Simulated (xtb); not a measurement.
F4Sn, charge -1, doublet, from a rough starting geometry (GFN-xTB shapes and energies of metal compounds can be far from the true ones) (a state made from the parent by changing its charge; the spin is typed, not shown lowest); GFN2-xTB (xtb 6.7.1).

Input for xtb:
```
$ xtb mol.xyz --gfn 2 --chrg -1 --uhf 1 --opt vtight --json

# file mol.xyz
5

F     -0.95027525    -1.51470704    -0.78762871
Sn    -0.01124600    -0.05912765     0.03960446
F     -1.14076442     1.56174419     0.03011064
F      0.60326988    -0.38805783     1.74313972
F      1.55070931     0.35761411    -1.08779828
```

Task: Write the output that xtb gives for this input, abridged.

Result: 
```
   ID    Z sym.   atoms
    1    9 F      1, 3-5
    2   50 Sn     2

           -------------------------------------------------
          |                Calculation Setup                |
           -------------------------------------------------

           -------------------------------------------------
          |                 G F N 2 - x T B                 |
           -------------------------------------------------

          ...................................................
          :                      SETUP                      :
          :.................................................:
          :  # basis functions                  26          :
          :  # atomic orbitals                  25          :
          :  # shells                           11          :
          :  # electrons                        33          :
          :  max. iterations                   250          :
          :  Hamiltonian                  GFN2-xTB          :
          :  restarted?                      false          :
          :  GBSA solvation                  false          :
          :  PC potential                    false          :
          :  electronic temp.          300.0000000     K    :
          :  accuracy                    1.0000000          :
          :  -> integral cutoff          0.2500000E+02      :
          :  -> integral neglect         0.1000000E-07      :
          :  -> SCF convergence          0.1000000E-05 Eh   :
          :  -> wf. convergence          0.1000000E-03 e    :
          :  Broyden damping             0.4000000          :
          :  net charge                         -1          :
          :  unpaired electrons                  1          :
          ...................................................

 iter      E             dE          RMSdq      gap      omega  full diag
   1    -19.9117759 -0.199118E+02  0.975E+00    2.88       0.0  T
   2    -20.3726288 -0.460853E+00  0.963E+00    9.12       1.0  T
   3    -21.2896290 -0.917000E+00  0.453E+00    7.46       1.0  T
   4    -21.3754045 -0.857755E-01  0.192E+00    6.52       1.0  T
   5    -21.3746923  0.712179E-03  0.553E-01    6.38       1.0  T
   6    -21.3760045 -0.131218E-02  0.356E-01    6.46       1.0  T
   7    -21.3766046 -0.600067E-03  0.173E-01    6.67       1.0  T
   8    -21.3768430 -0.238391E-03  0.609E-02    6.62       1.0  T
   9    -21.3768728 -0.298422E-04  0.323E-03    6.60      13.9  T
  10    -21.3768728 -0.152959E-07  0.561E-04    6.60      79.7  T
  11    -21.3768728 -0.167249E-08  0.438E-04    6.60     102.1  T

   *** convergence criteria satisfied after 11 iterations ***

         :::::::::::::::::::::::::::::::::::::::::::::::::::::
         ::                     SUMMARY                     ::
         :::::::::::::::::::::::::::::::::::::::::::::::::::::
         :: total energy             -21.369974841422 Eh    ::
         :: gradient norm              0.167553554256 Eh/a0 ::
         :: HOMO-LUMO gap              6.600522034234 eV    ::
         ::.................................................::
         :: SCC energy               -21.376872075679 Eh    ::
         :: -> isotropic ES            0.144561380892 Eh    ::
         :: -> anisotropic ES         -0.006371172813 Eh    ::
         :: -> anisotropic XC         -0.005443564406 Eh    ::
         :: -> dispersion             -0.002682641313 Eh    ::
         :: repulsion energy           0.006897234257 Eh    ::
         :: add. restraining           0.000000000000 Eh    ::
         :: total charge              -1.000000000000 e     ::
         :::::::::::::::::::::::::::::::::::::::::::::::::::::

      -----------------------------------------------------------
     |                   =====================                   |
     |                        A N C O P T                        |
     |                   =====================                   |
[...]
 * total energy  :   -21.3699748 Eh     change       -0.4087646E-09 Eh
 * total energy  :   -21.4249162 Eh     change       -0.5494135E-01 Eh
 * total energy  :   -21.4463878 Eh     change       -0.2147165E-01 Eh
 * total energy  :   -21.4540861 Eh     change       -0.7698260E-02 Eh
 * total energy  :   -21.4555079 Eh     change       -0.1421836E-02 Eh
 * total energy  :   -21.4556380 Eh     change       -0.1300519E-03 Eh
 * total energy  :   -21.4556583 Eh     change       -0.2030340E-04 Eh
 * total energy  :   -21.4556748 Eh     change       -0.1648510E-04 Eh
 * total energy  :   -21.4556860 Eh     change       -0.1126835E-04 Eh
 * total energy  :   -21.4556909 Eh     change       -0.4887757E-05 Eh
 * total energy  :   -21.4556912 Eh     change       -0.2212115E-06 Eh
 * total energy  :   -21.4556912 Eh     change       -0.6231175E-07 Eh
   *** GEOMETRY OPTIMIZATION CONVERGED AFTER 12 ITERATIONS ***
         :: total energy             -21.455691219808 Eh    ::
[...]
         7        2.0000           -0.3106010              -8.4519
         8        2.0000           -0.3105930              -8.4517
         9        2.0000           -0.3053727              -8.3096
        10        2.0000           -0.3053709              -8.3096
        11        2.0000           -0.2998457              -8.1592
        12        2.0000           -0.2998426              -8.1591
        13        2.0000           -0.2998378              -8.1590
        14        2.0000           -0.2980908              -8.1115
        15        2.0000           -0.2980858              -8.1113
        16        2.0000           -0.2980755              -8.1110
        17        1.0000           -0.2699512              -7.3457 (HOMO)
        18                         -0.0008326              -0.0227 (LUMO)
        19                         -0.0008057              -0.0219
        20                         -0.0007953              -0.0216
        21                          0.0487967               1.3278
        22                          0.0488234               1.3286
        23                          0.3358734               9.1396
        24                          0.3359553               9.1418
        25                          0.3362175               9.1489
      -------------------------------------------------------------
                  HL-Gap            0.2691186 Eh            7.3231 eV
             Fermi-level           -0.2094091 Eh           -5.6983 eV

     #   Z          covCN         q      C6AA      α(0)
     1   9 F        0.601    -0.427    13.913     4.399
     2  50 Sn       2.407     0.707   372.579    39.064
     3   9 F        0.602    -0.427    13.912     4.399
     4   9 F        0.602    -0.427    13.912     4.399
     5   9 F        0.601    -0.427    13.913     4.400

 Mol. C6AA /au·bohr⁶  :       1111.858282
 Mol. C8AA /au·bohr⁸  :      74516.127592
 Mol. α(0) /au        :         56.662154

Wiberg/Mayer (AO) data.
largest (>0.10) Wiberg bond orders for each atom

 ---------------------------------------------------------------------------
     #   Z sym  total        # sym  WBO       # sym  WBO       # sym  WBO
 ---------------------------------------------------------------------------
     1   9 F    0.938 --     2 Sn   0.607     5 F    0.110     4 F    0.110
                             3 F    0.110
     2  50 Sn   2.430 --     3 F    0.608     4 F    0.607     1 F    0.607
                             5 F    0.607
     3   9 F    0.938 --     2 Sn   0.608     1 F    0.110     5 F    0.110
                             4 F    0.110
     4   9 F    0.938 --     2 Sn   0.607     5 F    0.110     1 F    0.110
                             3 F    0.110
     5   9 F    0.938 --     2 Sn   0.607     1 F    0.110     4 F    0.110
                             3 F    0.110
 ---------------------------------------------------------------------------

Topologies differ in total number of bonds
Writing topology from bond orders to xtbtopo.mol

molecular dipole:
                 x           y           z       tot (Debye)
 q only:       -0.020       0.016       0.023
   full:       -0.020       0.016       0.023       0.087
molecular quadrupole (traceless):
                xx          xy          yy          xz          yz          zz
 q only:       -0.004      -0.008       0.005       0.004      -0.007      -0.001
  q+dip:       -0.004      -0.007       0.005       0.004      -0.007      -0.001
   full:       -0.005      -0.008       0.006       0.005      -0.009      -0.001

optimized geometry written to: xtbopt.xyz

           -------------------------------------------------
          | TOTAL ENERGY              -21.455691219808 Eh   |
          | GRADIENT NORM               0.000052066298 Eh/α |
          | HOMO-LUMO GAP               7.323090381490 eV   |
           -------------------------------------------------

normal termination of xtb
```
